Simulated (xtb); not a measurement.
xtb input (GFN2-xTB):

```bash
xtb mol.xyz --gfn 2 --ohess tight --chrg 1 --uhf 0
```
mol.xyz:
```
8

N     -1.67720380    -0.05088955     0.00717569
Si     0.16758281     0.03377176     0.00314954
F      0.52088086    -1.19527681    -0.89049936
F      0.63416928    -0.15986763     1.50499093
F      0.51532078     1.37477774    -0.67353498
H     -2.06139029     0.75991204     0.56947230
H     -2.03819895     0.01197427    -0.90496165
H     -1.97703295    -0.90843275     0.44701108
```

End of the output:

```
   ------------------------------------------------------------------------
    298.15    0.791384E-02    0.535669E-01    0.380368E-01    0.155301E-01
   ------------------------------------------------------------------------

         :::::::::::::::::::::::::::::::::::::::::::::::::::::
         ::                  THERMODYNAMIC                  ::
         :::::::::::::::::::::::::::::::::::::::::::::::::::::
         :: total free energy         -20.086432088126 Eh   ::
         ::.................................................::
         :: total energy              -20.101962175905 Eh   ::
         :: zero point energy           0.045653080458 Eh   ::
         :: G(RRHO) w/o ZPVE           -0.030122992679 Eh   ::
         :: G(RRHO) contrib.            0.015530087779 Eh   ::
         :::::::::::::::::::::::::::::::::::::::::::::::::::::

optimized geometry written to: xtbopt.xyz

           -------------------------------------------------
          | TOTAL ENERGY              -20.101962175905 Eh   |
          | TOTAL ENTHALPY            -20.048395256226 Eh   |
          | TOTAL FREE ENERGY         -20.086432088126 Eh   |
          | GRADIENT NORM               0.000135425895 Eh/α |
          | HOMO-LUMO GAP               9.641946503388 eV   |
           -------------------------------------------------

------------------------------------------------------------------------
------------------------------------------------------------------------
 total:
 SCF:
 ANC optimizer:
 analytical hessian:
```

It need not be the lowest isomer of its formula.
